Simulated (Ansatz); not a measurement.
Consider the formal exchange of groups at a C–N bond: `BC[NH][GeH3]` + `CBCl` → `BCB(C)Cl` + `[NH2][GeH3]`.

Gas-phase electronic energies from Ansatz, PBE0-D4/def2-TZVP geometries. CBS: MP2 limit from def2 TZ/QZ plus the TZ coupled-cluster correction, frozen cores. DFT in def2-TZVPP. B3LYP here is the variant with VWN-RPA as its local correlation; programs differ in this. For Ge outer-core shells are correlated without core-valence functions, which leaves a few kJ/mol of doubt a bond. Scalar relativity is left out up to krypton. One conformer a species, not always the lowest.

```tsv
level	ΔE (kcal/mol)
ωB97M-V	-27.0
B3LYP	-25.3
```

Question: What does CCSD(T)/CBS give? (Estimate.)

Answer: Ansatz gave: -27.7 kcal/mol. The listed levels differ from it by 0.7, 2.4 kcal/mol.

Largest T1 diagnostic among the species: 0.012.

In def2-TZVPP, CCSD(T) changes the Hartree–Fock value by +1.7 kcal/mol (the triples alone add +0.5 kcal/mol) and MP2 by +0.7 kcal/mol. From PBE to PBE0 (25 % exact exchange), in def2-TZVPP and without D4, ΔE moves by −1.9 kcal/mol.
